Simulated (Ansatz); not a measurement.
System: RbI, charge -1, multiplicity 2. 
Structure (B3LYP-D3(BJ)/def2-TZVP (Ansatz, a program for electronic structure) minimum search):
```xyz
2

Rb     0.0000     0.0000    -2.0569
I      0.0000     0.0000     1.4359
```
Charge -1, spin multiplicity 2.

Problem. Give the harmonic wavenumbers at B3LYP-D3(BJ)/def2-TZVP (Ansatz, finite differences of forces, unscaled).

Solution. 90 cm⁻¹. Zero-point energy 0.1 kcal/mol.

Problem. From these and the geometry, give the ideal-gas thermochemistry at 298.15 K and 1 atm (rigid rotor, harmonic oscillator).

Solution. Point group C∞v, rotational symmetry number 1. Rotational constants 0.8111, 0.8111 GHz. S(trans) 41.96, S(rot) 19.76, S(vib) 3.67, S(elec, spin only) 1.38, S 66.8 cal/(mol K). H(298) - H(0) 2.55 kcal/mol; G - E(el) -17.2 kcal/mol.
